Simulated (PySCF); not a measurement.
# Dipole polarisabilities along group 6

Calculated with PySCF 2.14 for the ground configurations, without spin-orbit coupling: coupled response for Hartree-Fock and DFT. Mean α in bohr³, C₆ of like pairs in atomic units.

| species | α UHF | α PBE | α PBE0 | α recommended (Schwerdtfeger and Nagle) | C₆ UHF | C₆ PBE | C₆ PBE0 |
| --- | --- | --- | --- | --- | --- | --- | --- |
| Cr [Ar] 3d5 4s1 (x2c-TZVPPall with one added diffuse shell each of s, p, d, f type, spin-free X2C) | 106.5 | 69.78 | 74.40 | 83 ± 12 | 970.3 | 576.5 | 624.9 |
| Mo [Kr] 4d5 5s1 (x2c-TZVPPall with one added diffuse shell each of s, p, d, f type, spin-free X2C) | 107.1 | 73.89 | 78.26 | 87 ± 6 | 1187 | 770.9 | 819.5 |
| W [Xe] 4f14 5d4 6s2 (x2c-TZVPPall with one added diffuse shell each of s, p, d, f type, spin-free X2C) | 100.4 | 69.74 | 72.80 | 68 ± 15 | 1238 | 847.4 | 890.5 |

Hartree-Fock lacks correlation. All values carry a basis error, and heavy open shells lack spin-orbit coupling.
